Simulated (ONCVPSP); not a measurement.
**Potentials for Au (Z = 79) compared**

Generated with ld1.x 7.5 (TM, RRKJ, ultrasoft, PAW), atompaw 4.2 or ONCVPSP 4.0.1. The cutoff is in Ry: for ld1.x and atompaw files where the sum of valence levels is converged to 10 mRy in a Bessel basis, for ONCV files where the hardest occupied wave has 1 mHa per electron of residual kinetic energy. The error is the largest all-electron minus pseudo excitation energy over each file’s own four to seven test configurations (ionisations up to +4, promotions, holes and added fractions of an electron), all of which were solved. The labels leave out finer settings (local radius, basis sizes, second energies), which also bear on the numbers. Spin-polarised tests are not counted. The rows are a selection from randomly drawn settings: files with unsolved tests, undetermined cutoffs or missed reference levels are left out.

A true bound ghost makes a file unfit for plane-wave use even where its test errors are small: the radial tests pick states by their node count and pass the ghost by.

```csv
potential,cutoff (Ry),largest error (meV),bound ghosts
"ONCV, PBE, fully relativistic, rc 1.60/1.35/1.60 (spd), local smoothed, core correction yes, reference 5s2 5p6 5d8, qcut 8.7/9/8.8, projectors 2/2/3",72,-11,s
"ONCV, PBE, scalar-relativistic, rc 1.00/1.20/1.95 (spd), local smoothed, core correction yes, reference 5s2 5p6 5d9.5, qcut 5.1/7.3/6.9, projectors 2/2/1",438,+8.5,s
"ONCV, PBE, fully relativistic, rc 1.80/1.80/1.70 (spd), local smoothed, core correction yes, reference 5s2 5p6 5d10 6s1, qcut 6.1/7/7.3, projectors 2/2/2",41,-30,none
"ONCV, PBEsol, scalar-relativistic, rc 1.45/1.15/2.15 (spd), local smoothed, core correction yes, reference 5s2 5p6 5d10 6s1, qcut 7.9/6.9/6, projectors 2/2/1",268,-542,none
"ONCV, PBE, scalar-relativistic, rc 2.15/1.80/1.55 (spd), local smoothed, core correction no, reference 5p6 5d10 6s1, qcut 2.6/8.3/7.4, projectors 3/1/1",41,+14,none
"ONCV, PBE, fully relativistic, rc 1.45/1.05/1.95/1.80 (spdf), local smoothed, core correction no, reference 5s2 5p6 5d10 6s0.75, qcut 7.5/8.8/8.8/6.3, projectors 2/3/2/3",128,-3.4,"s, p3/2, f7/2, f5/2"
```

Task: Fill in the row for Au: ONCV, LDA (Perdew-Wang 92), scalar-relativistic, rc 1.30/1.30/1.95 (spd), local smoothed, core correction no, reference 5s2 5p6 5d10 6s1, qcut 7/10.7/9.5, projectors 3/2/3.

Result: cutoff 172 Ry, largest error -17 meV, bound ghosts: none.

Task: Fill in the row for Au: ONCV, LDA (Perdew-Wang 92), scalar-relativistic, rc 1.55/1.20/1.30 (spd), local smoothed, core correction yes, reference 5s2 5p6 5d10 6s1, qcut 10.2/8.1/6.9, projectors 2/2/1.

Result: cutoff 104 Ry, largest error -4.2 meV, bound ghosts: none.
